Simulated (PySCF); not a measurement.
## [Ce(H2O)2]3+ at several levels of theory

Computed with PySCF 2.14.0 (density fitting, no spin-orbit coupling) at the geometry relaxed with PBE0:

```xyz
7
[Ce(H2O)2]3+ (singlet in the valence; each metal's 4f electrons, 1 of them, lie in its core potential, out of spins and levels)
Ce    0.0128   -1.0894    0.0004
O    -0.0830    0.1791    1.9671
H     0.1087    1.1411    2.1080
H    -0.3139   -0.1307    2.8801
O     0.0620    0.1822   -1.9665
H     0.3230   -0.1167   -2.8751
H    -0.1855    1.1305   -2.1142
```

| level | basis | state | HOMO (eV) | gap (eV) | charge on Ce1 (e) | population of f-type functions on Ce1 (polarisation alone where 4f lies in the core) | dipole about the centre of mass (D) | largest force component (eV/Å) |
| --- | --- | --- | --- | --- | --- | --- | --- | --- |
| PBE0 | Ce lcecp-1-SVP with ECP47, O def2-SVP, H def2-SVP | singlet | -25.89 | 7.70 | 2.31 | 0.04 | 2.37 | 0.02 |
| PBE | the same | singlet | -24.14 | 5.02 | 2.21 | 0.04 | 2.69 | 0.47 |
| M06-L | the same | singlet | -24.42 | 5.90 | 2.35 | 0.03 | 2.28 | 0.21 |
| B3LYP | the same | singlet | -25.57 | 7.09 | 2.28 | 0.04 | 2.42 | 0.17 |
| PBE0 | Ce lcecp-1-TZVP with ECP47, O def2-TZVP, H def2-TZVP | singlet | -25.90 | 7.80 | 2.44 | 0.05 | 2.40 | 0.26 |

In the lcecp rows the 4f levels are missing from HOMO and gap, and the state counts the valence alone.

Charges are Mulliken's, which hang on the basis. The relaxation used the grid (50, 194), these runs (75, 302) or, all-electron (x2c bases, spin-free X2C Hamiltonian), (99, 590).

Task: What does revPBE with Ce lcecp-1-SVP with ECP47, O def2-SVP, H def2-SVP give here?

Result: state singlet, HOMO (eV) -24.09, gap (eV) 5.03, charge on Ce1 (e) 2.22, population of f-type functions on Ce1 (polarisation alone where 4f lies in the core) 0.04, dipole about the centre of mass (D) 2.63, largest force component (eV/Å) 0.44. Time: 3.6 s on 2 threads of Arm Neoverse V1 (shared host), from an already converged density.

In the first row's basis the gap widens with exact exchange: 5.0 to 5.9 eV for PBE, revPBE, M06-L (none); 7.1 to 7.7 eV for B3LYP, PBE0 (a fixed share).

An lcecp potential fixes the number of 4f electrons, so in runs with it no electron can move into or out of that shell.
